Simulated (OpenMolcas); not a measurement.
Ionisation energies of bromine

| Property | Result |
| --- | --- |
| Program | OpenMolcas |
| Basis | ANO-RCC-VDZP [5s4p2d] |
| Scalar Hamiltonian | DKH2, point nucleus |
| Spin-orbit coupling | RASSI with atomic mean-field integrals over the reference wave functions, term energies averaged over their components |

Active shells in each charge state: the valence s, p shells, with orbitals averaged over the low states. Where CASPT2's correlated closed shells are named, they are those of the first ion.

A. CASSCF
B. SS-CASPT2, IPEA 0.25 Eh, imaginary shift 0.1 Eh (closed shells correlated: 3s 3p 3d)

Energies in eV between the lowest computed levels (charge -1 gives the electron affinity), named as in B; reference values from the NIST Atomic Spectra Database with their kind.

| From | To | A | B | Spin-orbit share in B | Reference |
| --- | --- | --- | --- | --- | --- |
| Br- 4s² 4p⁶ ¹S₀ | Br 4s² 4p⁵ ²P°_3/2 | 2.284 | 3.015 | -0.141 |  |
| Br 4s² 4p⁵ ²P°_3/2 | Br+ 4s² 4p⁴ ³P₂ | 10.713 | 11.378 | -0.056 | 11.814 (measured) |
| Br+ 4s² 4p⁴ ³P₂ | Br2+ 4s² 4p³ ⁴S°_3/2 | 20.261 | 20.856 | +0.198 | 21.591 (measured) |
| Br2+ 4s² 4p³ ⁴S°_3/2 | Br3+ 4s² 4p² ³P₀ | 34.006 | 34.410 | -0.472 | 34.871 (measured) |
| Br3+ 4s² 4p² ³P₀ | Br4+ 4s² 4p ²P°_1/2 | 46.052 | 46.552 | +0.057 | 47.782 (measured) |
| Br4+ 4s² 4p ²P°_1/2 | Br5+ 4s² ¹S₀ | 58.392 | 58.906 | +0.415 | 59.595 (measured) |
| Br5+ 4s² ¹S₀ | Br6+ 4s ²S_1/2 | 86.499 | 86.562 | +0.000 | 87.390 (measured) |
| Br6+ 4s ²S_1/2 | Br7+ 3d¹⁰ ¹S₀ | 101.748 | 101.790 | +0.000 | 103.030 (semi-empirical) |

Error against the reference values, in %:

```tsv
From	Reference	A	B
Br	measured	-9.3	-3.7
Br+	measured	-6.2	-3.4
Br2+	measured	-2.5	-1.3
Br3+	measured	-3.6	-2.6
Br4+	measured	-2.0	-1.2
Br5+	measured	-1.0	-0.9
Br6+	semi-empirical	-1.2	-1.2
```

Mean absolute error over the 6 measured values: A 1.19 eV, B 0.73 eV. B lies closest.

No diffuse functions were added, so the electron affinity comes out too small, and without dynamic correlation a bound anion can come out unbound.

° marks odd parity.
